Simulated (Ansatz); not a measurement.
ZrO4H4. Total charge 0; singlet. Geometry relaxed at PBE-D4/def2-SVP.

```xyz
9

Zr    0.0995   -0.1548    0.1443
O    -0.9467    0.6093   -1.7514
O    -0.1014    1.5491   -0.9732
O     1.7367    0.1027    1.1175
O    -1.4016   -0.5802    1.2757
H     2.5446    0.2592    1.6243
H    -2.0186   -0.5724    2.0203
H    -0.4129    0.4600   -2.5627
H     0.5003   -1.6728   -0.8949
```

In the def2 sets Zr takes a core potential; there is no spin–orbit coupling. The structure holds one bond between oxygen atoms, so isomers without such links may lie far lower. The structure comes from a short search, and lower isomers may exist.

(1) Estimate the harmonic wavenumbers at RKS PBE-D4/def2-SVP (Ansatz, unscaled). Is this a minimum?

Results:

(1) 62, 127, 145, 158, 211, 289, 327, 364, 390, 465, 527, 577, 634, 720, 726, 853, 1222, 1598, 3616, 3858, 3866 cm⁻¹. Yes, no mode is imaginary beyond noise. Zero-point energy 124.0 kJ/mol. Run time 40 s (4 threads of Arm Neoverse V1 on a shared host).
